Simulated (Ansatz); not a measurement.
Ansatz (a program for electronic structure) input:

Ansatz 0.2 input:
```yaml
crystal:
  periodic: [false, false, false]
  atoms:
    - {symbol: Si, position_ang: [-0.00017859, -0.00176923, 0.00259676]}
    - {symbol: F, position_ang: [-0.41457431, -0.78090391, 1.34927694]}
    - {symbol: N, position_ang: [1.56556629, -0.24238545, -0.60616918]}
    - {symbol: N, position_ang: [-0.06314190, 1.63564781, 0.48785915]}
    - {symbol: N, position_ang: [-1.05812403, -0.67785810, -1.15681422]}
    - {symbol: H, position_ang: [2.36347928, 0.20689203, -0.18870565]}
    - {symbol: H, position_ang: [1.80921980, -1.08185731, -1.10487868]}
    - {symbol: H, position_ang: [-0.70889264, 1.93491060, 1.20015500]}
    - {symbol: H, position_ang: [0.16235993, 2.38050024, -0.15045162]}
    - {symbol: H, position_ang: [-1.03009065, -0.39215403, -2.12153395]}
    - {symbol: H, position_ang: [-1.97250920, -1.00321691, -0.88856239]}
basis:
  gaussian:
    orbitals: def2-TZVPD
hamiltonian:
  xc: {name: SVWN5}
magnetization: {spin_polarized: true, initial_magnetization: 2}
```

What final total energy does it print?

-554.18198 Eh (SVWN5/def2-TZVPD). The basis has 248 functions.

This state (charge 0, triplet) is run at the relaxed geometry of the species with charge 0 and multiplicity 1, and is a spin state other than that species' own.
